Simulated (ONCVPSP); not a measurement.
Si (Z = 14), ONCV: configuration errors across variants

* Element: Si (Z = 14)
* Generator: ONCVPSP 4.0.1
* Type: optimised norm-conserving Vanderbilt (ONCV)
* Functional: PBEsol
* Relativity: scalar-relativistic
* Frozen core: [Ne]
* Valence charge: 4
* Reference configuration: 3s1.5 3p2.5
* Partial waves: 3s: rc 1.55 bohr, ncon 4, nbas 7, qcut 4.2 1/bohr, 1 projector; 3p: rc 1.55 bohr, ncon 4, nbas 7, qcut 5.1 1/bohr, 2 projectors, debl 2 Ha; d scattering state at 0.26 Ha: rc 1.25 bohr, ncon 3, nbas 8, qcut 7.1 1/bohr, 3 projectors, debl 1.8 Ha
* Local potential: polynomial inside 0.85 bohr (lpopt 4, dvloc0 3 Ha)
* Core correction: none

All-electron excitation energies from the reference (eV): (1) 3s2 3p2 -3.377; (2) 3s2 3p1 4.336; (3) 3s2 3p0 20.300; (4) 3s1 3p0 54.199.

1 further variants failed, have other tests or too few solved ones, and are left out.

A true bound ghost makes a file unfit for plane-wave use even where its test errors are small: the radial tests pick states by their node count and pass the ghost by.

Errors AE − PS in meV (a dash: test not solved or not reliable):

| change | (1) | (2) | (3) | (4) | bound ghosts | GHOST(+) flags above zero |
| --- | --- | --- | --- | --- | --- | --- |
| base | +0.7 | -1.0 | +6.1 | +77 | none | s, p, d |
| d: nproj 1 | +0.7 | -1.0 | +6.1 | +77 | none | s, p |
| local potential polynomial inside 0.85 bohr (lpopt 4, dvloc0 0 Ha) | +0.9 | -0.4 | +30 | +161 | d | s |
| s: qcut 4.4; p: qcut 5.4; d: qcut 7.5 | +0.8 | -1.1 | +5.3 | +75 | none | s, p, d |
| all radii scaled by about 1.19 (s 1.84, p 1.84, d 1.48 bohr); local potential polynomial inside 1.00 bohr (lpopt 4, dvloc0 3 Ha) | +0.4 | -1.1 | +6.8 | +77 | none | none |

Task: Give the same row for: local potential polynomial inside 1.05 bohr (lpopt 3, dvloc0 0 Ha).

Result: +0.8, -1.0, +7.2, +81; bound ghosts: none; GHOST(+) flags above zero: s, p, d.
